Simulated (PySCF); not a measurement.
Field gradients at the hydrogen positions

C6H12N2Si.
Atom-mapped SMILES: `[CH2:1]=[CH:2][CH2:3][N:4]([SiH3:5])[C:6]1=[CH:7][C@H:8]1[NH2:9]` (hydrogens: H10, H11 on C1; H12 on C2; H13, H14 on C3; H15, H16, H17 on Si5; H18 on C7; H19 on C8; H20, H21 on N9)

Cartesian coordinates in Å at the GFN2-xTB level; atoms count from 1:
```xyz
21
C6H12N2Si angstrom
C     -2.6113    1.7862   -0.3392
C     -2.2757    0.5478   -0.0332
C     -1.1920    0.1819    0.9349
N     -0.1281   -0.5649    0.2794
Si    -0.1725   -2.2937    0.0859
C      0.7584    0.1865   -0.4045
C      1.2522    1.3500   -0.7586
C      1.9735    0.1211   -1.2482
N      3.2284   -0.3374   -0.6895
H     -3.3851    2.0100   -1.0538
H     -2.1291    2.6316    0.1237
H     -2.7586   -0.2949   -0.5105
H     -0.7651    1.0862    1.3798
H     -1.6036   -0.4479    1.7296
H     -0.7331   -2.7733    1.3523
H     -1.0531   -2.7025   -1.0186
H      1.2014   -2.7094   -0.1455
H      1.2094    2.4105   -0.7442
H      1.9063   -0.1813   -2.2930
H      4.0075    0.1451   -1.1290
H      3.2612   -0.1345    0.3049
```

Level: PBE0/pcSseg-1 (PySCF, non-relativistic); Q(2H) = 0.00286 b; rigid geometry, the same for H and D, with no vibrational averaging.

Question: Rank these positions by the coupling χzz of a deuteron there, largest first.
A. H18 (vinylic hydrogen)
B. H12 (vinylic hydrogen)
C. H10 (vinylic hydrogen)
D. H20 (N–H hydrogen)
E. H19 (methine hydrogen)
F. H15 (Si–H hydrogen)

Answer: D (267 kHz), A (254 kHz), C (227 kHz), B (218 kHz), E (208 kHz), F (107 kHz).

Question: What are Vzz, η and χzz (234.96 MHz × Q × Vzz) at all hydrogens?

Answer: 
| atom | bonded to | bond length (Å) | Vzz (au) | η | χzz (kHz) |
| --- | --- | --- | --- | --- | --- |
| H10 | C1 | 1.077 | 0.3376 | 0.05 | 227 |
| H11 | C1 | 1.078 | 0.3354 | 0.06 | 225 |
| H12 | C2 | 1.082 | 0.3238 | 0.07 | 218 |
| H13 | C3 | 1.095 | 0.2917 | 0.05 | 196 |
| H14 | C3 | 1.094 | 0.2938 | 0.05 | 197 |
| H15 | Si5 | 1.466 | 0.1587 | 0.05 | 107 |
| H16 | Si5 | 1.470 | 0.1552 | 0.03 | 104 |
| H17 | Si5 | 1.454 | 0.1642 | 0.02 | 110 |
| H18 | C7 | 1.061 | 0.3777 | 0.04 | 254 |
| H19 | C8 | 1.090 | 0.3095 | 0.09 | 208 |
| H20 | N9 | 1.016 | 0.3972 | 0.17 | 267 |
| H21 | N9 | 1.015 | 0.3955 | 0.17 | 266 |

Question: Average by the element that carries the hydrogen.

Answer: on C: 218 kHz over 7 positions, mean bond length 1.082 Å; on Si: 107 kHz over 3 positions, mean bond length 1.463 Å; on N: 266 kHz over 2 positions, mean bond length 1.016 Å.

Question: How does χzz go with the bond length over the 7 C–H bonds?

Answer: A straight-line fit has a slope of -17.0 kHz for each 0.01 Å, with a correlation coefficient of -1.00, over lengths from 1.061 to 1.095 Å. The longer bonds have the smaller couplings here.

Question: A static deuteron (I = 1) shows a doublet split by (3/2)χ, (3/4)χ(1 + η) and (3/4)χ(1 − η) with the field along z, y and x of the gradient. What are these for H19?

Answer: With |χ| = 208.0 kHz and η = 0.089: 312, 170 and 142 kHz, to first order and without motion.

One conformer (not necessarily the lowest) at the GFN2-xTB geometry, without solvent, vibrations or thermal averaging. GFN2-xTB bond lengths can be off by several hundredths of an ångström, more for odd bonds, and the gradients follow them. These gradients aren't converged with respect to the basis.
